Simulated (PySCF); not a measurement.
Species: silaneselenol, H₄SeSi.
InChI=1S/H4SeSi/c1-2/h1H,2H3

Level of theory: PBE0-D3(BJ)/def2-SVP geometry optimisation, gas phase (PySCF 2.14.0).

Take the most abundant isotopes and a rigid rotor. 

(1) What are A, B and C (GHz)?

(2) What kind of rotor is it?

(3) Is it planar, by Δ = Ic − Ia − Ib?

(4) Give the other two planar moments, Paa and Pbb, and the rms extents of the mass along the axes.

(5) Give the coordinates in the principal-axis frame, origin at the centre of mass.

(6) List the rotational levels J(Ka,Kc) to J = 5 (MHz).

(7) Predict some low-J microwave lines.

Results:

(1) Ia = 8.12, Ib = 125.79, Ic = 127.96 u·Å²; 505379 MHz·u·Å²/I gives 62257, 4018 and 3949 MHz, that is A = 62.257, B = 4.0178, C = 3.9495 GHz.

(2) A near-prolate asymmetric top; Ray's κ = -0.998.

(3) Not planar: Δ = Ic − Ia − Ib = -5.94 u·Å². For a rigid frame Δ = −2 Σ m c², so Σ m c² = 2.97 u·Å² lies off the ab plane, practically all of it from hydrogen. The atom farthest from that plane is 1.22 Å away.

(4) Paa = Σ m a² = (Ib + Ic − Ia)/2 = 122.81 and Pbb = Σ m b² = (Ia + Ic − Ib)/2 = 5.15 u·Å². With the mass M = 111.92 u, the rms extents √(P/M) along a, b and c are 1.05, 0.21, 0.16 Å.

(5) The sense of each axis is arbitrary; atoms in the order of the calculation.
| atom | mass (u) | a (Å) | b (Å) | c (Å) |
| --- | --- | --- | --- | --- |
| Si1 | 27.977 | -1.639 | 0.002 | 0.000 |
| Se2 | 79.917 | 0.645 | -0.018 | 0.000 |
| H3 | 1.008 | -2.188 | 0.687 | 1.208 |
| H4 | 1.008 | -2.186 | 0.667 | -1.220 |
| H5 | 1.008 | -2.032 | -1.436 | 0.011 |
| H6 | 1.008 | 0.743 | 1.450 | -0.001 |

(6) Above 0(0,0):
J = 1: 1(0,1) 7967, 1(1,1) 66206, 1(1,0) 66275
J = 2: 2(0,2) 23902, 2(1,2) 82073, 2(1,1) 82278, 2(2,1) 256995, 2(2,0) 256995
J = 3: 3(0,3) 47803, 3(1,3) 105872, 3(1,2) 106282, 3(2,2) 280897, 3(2,1) 280897, 3(3,1) 572264, 3(3,0) 572264
J = 4: 4(0,4) 79672, 4(1,4) 137604, 4(1,3) 138287, 4(2,3) 312766, 4(2,2) 312767, 4(3,2) 604133, 4(3,1) 604133, 4(4,1) 1012046, 4(4,0) 1012046
J = 5: 5(0,5) 119507, 5(1,5) 177269, 5(1,4) 178294, 5(2,4) 352602, 5(2,3) 352604, 5(3,3) 643969, 5(3,2) 643969, 5(4,2) 1051883, 5(4,1) 1051883, 5(5,1) 1576343, 5(5,0) 1576343

(7) The dipole components are |μa| = 0.69 D, |μb| = 0.71 D, |μc| = 0.00 D; the mirror of this Cs structure is the ab plane, so μc vanishes by symmetry and there are no c-type lines. Intensities carry the squares of the components, which stand as 0.95 : 1.00 (a : b). Some lines, for components of 0.1 D or more:

| type | branch | J(Ka,Kc) | MHz | lower level (cm⁻¹) |
| --- | --- | --- | --- | --- |
| a | R | 1(0,1) ← 0(0,0) | 7967 | 0.000 |
| a | R | 2(1,2) ← 1(1,1) | 15866 | 2.208 |
| a | R | 2(1,1) ← 1(1,0) | 16003 | 2.211 |
| a | R | 3(1,3) ← 2(1,2) | 23799 | 2.738 |
| a | R | 3(0,3) ← 2(0,2) | 23901 | 0.797 |
| a | R | 3(2,2) ← 2(2,1) | 23902 | 8.572 |
| a | R | 3(1,2) ← 2(1,1) | 24004 | 2.744 |
| b | Q | 1(1,0) ← 1(0,1) | 58308 | 0.266 |
| b | Q | 2(1,1) ← 2(0,2) | 58376 | 0.797 |
| b | Q | 3(1,2) ← 3(0,3) | 58479 | 1.595 |
| b | R | 1(1,1) ← 0(0,0) | 66206 | 0.000 |
| b | R | 2(1,2) ← 1(0,1) | 74105 | 0.266 |
| b | Q | 3(2,1) ← 3(1,2) | 174616 | 3.545 |
| b | Q | 2(2,0) ← 2(1,1) | 174718 | 2.744 |
| b | Q | 2(2,1) ← 2(1,2) | 174923 | 2.738 |
| b | Q | 3(2,2) ← 3(1,3) | 175025 | 3.532 |
| b | R | 2(2,1) ← 1(1,0) | 190720 | 2.211 |
| b | R | 2(2,0) ← 1(1,1) | 190789 | 2.208 |
| b | R | 3(2,2) ← 2(1,1) | 198619 | 2.744 |
| b | R | 3(2,1) ← 2(1,2) | 198825 | 2.738 |
| b | Q | 3(3,1) ← 3(2,2) | 291367 | 9.370 |
| b | R | 3(3,1) ← 2(2,0) | 315269 | 8.572 |
| b | R | 3(3,0) ← 2(2,1) | 315269 | 8.572 |

No PBE0-D3(BJ)/def2-SVP frequencies stand behind this structure, so it isn't proved a minimum. No vibrational averaging or centrifugal distortion is included, and the geometry carries the error of its method. A rigid rotor knows nothing of internal rotation, which can split or shift real lines.

On an Arm Neoverse V1 with one thread, no GPU (shared host), this took 5.8 s and 0.31 GiB of memory at its peak. That covers the optimisation of the geometry.
